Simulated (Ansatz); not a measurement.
The cation of CH₄F₂O₂Sn, SMILES `C[O][Sn]([OH])([F])[F]` at the neutral geometry.

```yaml
crystal:
  periodic: [false, false, false]
  atoms:
    - {symbol: C, position_ang: [-0.221377, -1.747878, 0.213839]}
    - {symbol: O, position_ang: [-0.437262, -0.567080, 0.972632]}
    - {symbol: Sn, position_ang: [-0.145828, 1.165053, 0.197914]}
    - {symbol: O, position_ang: [1.600525, 1.320797, -0.610311]}
    - {symbol: F, position_ang: [-1.437463, 1.593098, -1.131453]}
    - {symbol: F, position_ang: [-0.398146, 2.433919, 1.575782]}
    - {symbol: H, position_ang: [-0.359752, -2.589842, 0.894606]}
    - {symbol: H, position_ang: [-0.942263, -1.842793, -0.604627]}
    - {symbol: H, position_ang: [0.792608, -1.797302, -0.195913]}
    - {symbol: H, position_ang: [1.632160, 1.980825, -1.309573]}
basis:
  gaussian: {orbitals: def2-TZVPP}
total_charge: 1
magnetization: {spin_polarized: true, initial_magnetization: 1}
hamiltonian: {xc: r2scan, dispersion: d4}
```

```sh
$ ansatz run in.yaml --threads 2 --pin off --events-out ev --progress --plain --max-ram 32768MiB --backend cpu
```

It prints (some lines left out):

```
Functional definition: r2SCAN
1418 factors; their error is unknown
mean field evaluation 1: about -16432.8658 eV, gradient 8.4e1 eV
mean field evaluation 2: about -16330.6348 eV, gradient 1.7e2 eV
mean field evaluation 4: about -16445.9235 eV, gradient 4.4e1 eV
mean field evaluation 8: about -16454.7202 eV, gradient 9.3e0 eV
mean field evaluation 16: about -16455.1935 eV, gradient 1.4e-1 eV
mean field evaluation 32: about -16455.1587 eV, gradient 1.8e0 eV
mean field evaluation 64: about -16455.1016 eV, gradient 1.1e0 eV
mean field -16455.17572930 eV, -604.7165543330 hartree, gradient 1.7e-5 eV, S^2 0.755781; 8 other end points of the search recorded, 0 dependent functions left out
reference -16455.17574472 eV, -604.7165548999 hartree; 33, 32 occupied and 228, 229 virtual orbitals, 1418 factors
Total energy: -16455.22023879 eV, -604.7181900267 hartree
```

Run time 45 s (2 threads of an AMD EPYC 7R13 on a shared host); peak host memory 0.9 GiB.
